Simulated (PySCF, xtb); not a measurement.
C₄H₈BF, SMILES C(=C)B(F)CC.

Coordinates come from a PBE0-D3(BJ)/def2-SVP optimisation. One conformer was computed; it need not be the lowest.

Computed with IEF-PCM-B3LYP/def2-SVP (PySCF).

The values are the electrostatic part of the solvation free energy, E(continuum) − E(gas) at the gas-phase geometry, in a cavity of scaled van der Waals radii (PySCF's table); cavitation and dispersion terms are not included. In vacuum the orbital gap is 6.43 eV. The dipole moment in vacuum is 1.61 D.

```
solvent             ε  ΔG(elec) (kcal/mol)  dipole (D)  gap (eV)
--------------  -----  -------------------  ----------  --------
water           78.36                 -1.9        2.11      6.42
ethylethanoate   5.99                 -1.5        1.98      6.42
toluene          2.37                 -0.9        1.83      6.42
```

For comparison, GFN2-xTB/ALPB(water) (xtb, at the GFN2-xTB geometry, all terms of that model) gives -1.5 kcal/mol.
